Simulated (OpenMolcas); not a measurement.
## 2s² 2p along the 5-electron sequence

- Program: OpenMolcas
- Method: SS-CASPT2, IPEA 0.25 Eh, imaginary shift 0.1 Eh
- Basis: ANO-RCC-VTZP
- Scalar Hamiltonian: DKH2, point nucleus
- Spin-orbit coupling: RASSI with atomic mean-field integrals over the reference wave functions, term energies averaged over their components

Active space for each ion: 3 electrons in 8 orbitals (2s 2p 3s 3p); closed shells correlated by CASPT2: 1s.

Computed levels in cm-1 above ²P°_1/2:

```json
{"Level": "²P°_3/2", "N2+": "168", "O3+": "376", "F4+": "730", "Ne5+": "1292"}
{"Level": "weight of ²P° in the lowest level (%)", "N2+": "100", "O3+": "100", "F4+": "100", "Ne5+": "100"}
```

Measured, with the error of the calculation in %. Measured levels: N2+ from Moore, Selected Tables of Atomic Spectra, NSRDS-NBS 3, section 5; O3+ from Moore, Selected Tables of Atomic Spectra, NSRDS-NBS 3, section 10; F4+ from Moore, Atomic Energy Levels, vol. I, NSRDS-NBS 35 (1971 reprint of NBS Circular 467, 1949); Ne5+ from NIST levels in Podobedova, Fuhr, Reader and Wiese, J. Phys. Chem. Ref. Data 33, 525 (2004).

```csv
Level,N2+,O3+,F4+,Ne5+
²P°_3/2,174 (-3.9),386 (-2.5),746 (-2.2),1310 (-1.4)
```

The fine-structure level ²P°_3/2 changes by a factor of 7.69 from N2+ to Ne5+. Its fourth root runs 3.60, 4.40, 5.20, 6.00, with steps per unit of Z of 0.80, 0.79, 0.80; equal steps would mean a (Z - σ)^4 law with constant σ.

Active for correlation alone: 3p 3s; no level in the range computed is led by a configuration that fills them, so any true level of that kind is missing. Computed and measured levels are paired by configuration, term and J; levels that our copy of the source lacks, or whose pairing is in doubt (as where it misses far off the trend of its configuration), stay unpaired and out of the deviations. Only configurations of the active space appear.

° marks odd parity.
